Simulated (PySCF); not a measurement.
**Radial density of Ce (cerium, neutral)**

UHF, [Xe] 4f1 5d1 6s2, one real determinant. All numbers are calculated (PySCF 2.14, the spin-free X2C one-electron Hamiltonian (Gaussian nucleus), in x2c-TZVPPall).

```tsv
r (bohr)	4πr²ρ (e/bohr)	4πr²(ρα − ρβ)
0.0280	67.92	-0.0005
0.0470	77.49	-0.0002
0.0791	99.92	0.0066
0.133	73.49	0.0290
0.224	86.18	0.0953
0.377	35.18	0.4626
0.633	36.13	0.9979
1.07	12.14	0.7355
1.79	6.119	0.5378
3.01	1.294	0.3338
5.07	0.4802	0.0614
8.53	0.04531	-0.0050
14.3	0.0002302	-0.0001
```

Densities and radii are taken from the X2C orbitals without a picture-change correction, which distorts them close to the nucleus.

⟨L²⟩ = 18.26 against 30 for a pure H term, so this real determinant mixes terms. Spin-orbit coupling, absent here, splits the open shell strongly.

Q: Where is the radial spin density 4πr²(ρα − ρβ) most negative, and why is it negative at all?

A: Around r = 8.53 bohr, down to -0.0050 e/bohr: exchange with the open shell polarises the paired shells in an unrestricted calculation.
